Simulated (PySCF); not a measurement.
CH₃Cl₄Nb, SMILES [CH3][Nb]([Cl])([Cl])([Cl])[Cl], multiplicity 1.

Geometry: B3LYP-D3(BJ)/def2-SVP. The multiplicity is an assumed one; no other spin state was optimised. The structure was generated by enumeration; whether it is a known compound was not checked. The def2 effective core potentials stand for the cores of Nb; spin–orbit coupling is left out.

Method: TDA-PBE/def2-SVPD (PySCF).

Vertical excitations.  State labels are in the subgroup Cs.

Computed excitation energies, oscillator strengths and character:
```json
[
 {"state": "S1", "symmetry": "A\"", "energy (eV)": "2.99", "λ (nm)": "415", "f": "0.000", "main pairs": "HOMO→LUMO+1 97 %"},
 {"state": "S2", "symmetry": "A\"", "energy (eV)": "3.09", "λ (nm)": "401", "f": "0.011", "main pairs": "HOMO→LUMO 89 %"},
 {"state": "S3", "symmetry": "A'", "energy (eV)": "3.12", "λ (nm)": "398", "f": "0.000", "main pairs": "HOMO−1→LUMO 84 %"},
 {"state": "S4", "symmetry": "A'", "energy (eV)": "3.29", "λ (nm)": "377", "f": "0.001", "main pairs": "HOMO−2→LUMO 56 %, HOMO−1→LUMO+1 34 %"},
 {"state": "S5", "symmetry": "A'", "energy (eV)": "3.51", "λ (nm)": "353", "f": "0.019", "main pairs": "HOMO−2→LUMO+1 65 %, HOMO−1→LUMO 11 %, HOMO−1→LUMO+1 10 %, HOMO→LUMO+2 10 %"},
 {"state": "S6", "symmetry": "A\"", "energy (eV)": "3.54", "λ (nm)": "350", "f": "0.000", "main pairs": "HOMO−3→LUMO 98 %"},
 {"state": "S7", "symmetry": "A\"", "energy (eV)": "3.74", "λ (nm)": "331", "f": "0.013", "main pairs": "HOMO−3→LUMO+1 63 %, HOMO−4→LUMO 21 %, HOMO−1→LUMO+2 12 %"},
 {"state": "S8", "symmetry": "A'", "energy (eV)": "3.81", "λ (nm)": "326", "f": "0.014", "main pairs": "HOMO−1→LUMO+1 31 %, HOMO−2→LUMO 28 %, HOMO−5→LUMO 21 %, HOMO−2→LUMO+1 5 %"},
 {"state": "S9", "symmetry": "A'", "energy (eV)": "3.87", "λ (nm)": "321", "f": "0.010", "main pairs": "HOMO→LUMO+2 83 %"},
 {"state": "S10", "symmetry": "A\"", "energy (eV)": "3.91", "λ (nm)": "317", "f": "0.000", "main pairs": "HOMO−1→LUMO+2 84 %"},
 {"state": "T1", "symmetry": "A\"", "energy (eV)": "2.69", "λ (nm)": "461", "f": "0", "main pairs": "HOMO→LUMO 99 %"},
 {"state": "T2", "symmetry": "A\"", "energy (eV)": "2.82", "λ (nm)": "440", "f": "0", "main pairs": "HOMO→LUMO+1 99 %"},
 {"state": "T3", "symmetry": "A'", "energy (eV)": "2.93", "λ (nm)": "424", "f": "0", "main pairs": "HOMO−1→LUMO+1 80 %, HOMO−1→LUMO 15 %"},
 {"state": "T4", "symmetry": "A'", "energy (eV)": "3.00", "λ (nm)": "414", "f": "0", "main pairs": "HOMO−1→LUMO 78 %, HOMO−1→LUMO+1 13 %"}
]
```
Triplets are in the Tamm–Dancoff approximation.
